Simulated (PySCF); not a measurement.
Computed IR spectrum (relative IR intensity) of a molecule CH9FOSi3. Geometry optimised at PBE-D3(BJ)/def2-SVP. One conformer was computed; it need not be the lowest. Method: PBE-D3(BJ)/def2-SVP (PySCF). Frequencies are harmonic and unscaled.

Lines under 2 % of the strongest are left out, and lines within 2 cm⁻¹ are merged.

```csv
ν (cm⁻¹),relative intensity
336,3.8
344,4.3
645,17
678,17
681,24
717,5.5
796,89
829,14
856,7.1
864,14
895,10
914,49
946,69
1051,100
1386,2.2
2133,26
2151,30
2163,35
2199,30
2220,35
```

Problem. Pick the molecule that these values belong to.
(A) CO[SiH2][SiH2][SiH2]F
(B) C[SiH2][SiH2]O[SiH2]F
(C) O[C@H]([SiH2]F)[SiH2][SiH3]
(D) F[SiH2][C@H]([SiH3])O[SiH3]

Solution. B, C[SiH2][SiH2]O[SiH2]F
